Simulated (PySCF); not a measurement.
C$_{3}$H$_{3}$N$_{2}$, doublet, geometry from GFN2-xTB. Base run: PBE0/6-31G (PySCF).

Geometry (Å):
```xyz
8

C      0.5036    -1.0394     0.0814
N     -0.7721    -0.9591     0.1201
C     -1.0613     0.3760     0.0025
C      0.1021     1.0821    -0.1076
N      1.1161     0.1462    -0.0547
H     -2.0763     0.7179     0.0067
H      0.2979     2.1295    -0.2152
H      2.1041     0.3304    -0.1083
```
Charge 0, spin multiplicity 2.
Orbitals are unrestricted.
All else is at PySCF's defaults.
Base energy -225.18298 Eh.

The base run was repeated with changes; each row names its change, and settings that it needs were set with it.

```json
[
 {"change": "base", "ΔE vs base (mEh)": "0.000", "grid points": "99584", "electrons on the grid": "34.99999"},
 {"change": "grids.prune = off", "ΔE vs base (mEh)": "0.000", "grid points": "158552", "electrons on the grid": "34.99999"},
 {"change": "grids.level = 0", "ΔE vs base (mEh)": "-43.375", "grid points": "7248", "electrons on the grid": "35.02441"},
 {"change": "grids.level = 7", "ΔE vs base (mEh)": "-0.003", "grid points": "579800", "electrons on the grid": "35.00000"},
 {"change": "grids.atom_grid = (30, 110)", "ΔE vs base (mEh)": "0.216", "grid points": "19656", "electrons on the grid": "34.99994"},
 {"change": "grids.atom_grid = (150, 974)", "ΔE vs base (mEh)": "-0.003", "grid points": "636120", "electrons on the grid": "35.00000"},
 {"change": "grids.radi_method = mura_knowles", "ΔE vs base (mEh)": "0.000", "grid points": "94400", "electrons on the grid": "34.99999"},
 {"change": "small_rho_cutoff = 0", "ΔE vs base (mEh)": "0.000", "grid points": "99584", "electrons on the grid": "34.99999"},
 {"change": "grids.level = 4", "ΔE vs base (mEh)": "-0.003", "grid points": "188704", "electrons on the grid": "35.00000"},
 {"change": "grids.level = 1", "ΔE vs base (mEh)": "0.051", "grid points": "33200", "electrons on the grid": "34.99987"},
 {"change": "grids.atom_grid = (99, 590)", "ΔE vs base (mEh)": "-0.003", "grid points": "254832", "electrons on the grid": "35.00000"}
]
```

Open shells are given as the SCF converged; they aren't shown to be the lowest states, and a large step between rows can be another state.
